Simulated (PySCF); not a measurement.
BrFGaHO, SMILES [Ga]([OH])([Br])[F]. Coordinates come from a PBE-D3(BJ)/def2-SVP optimisation. The structure was generated by enumeration; whether it is a known compound was not checked. The values are those of a single conformer.

Task: Give the equilibrium geometry at PBE-D3(BJ)/def2-SVP (PySCF confirms it by a frequency run) as a Z-matrix, and its point group. (An estimate is asked for; the answer gives what the named calculation found.)

Result: This is not unique; one that fits is point group Cs.
```
Ga
F 1 1.7648
O 1 1.7863 2 118.38
H 3 0.9773 1 110.13 2 0.00
Br 1 2.2676 2 119.87 4 180.00
```
Charge 0, spin multiplicity 1.
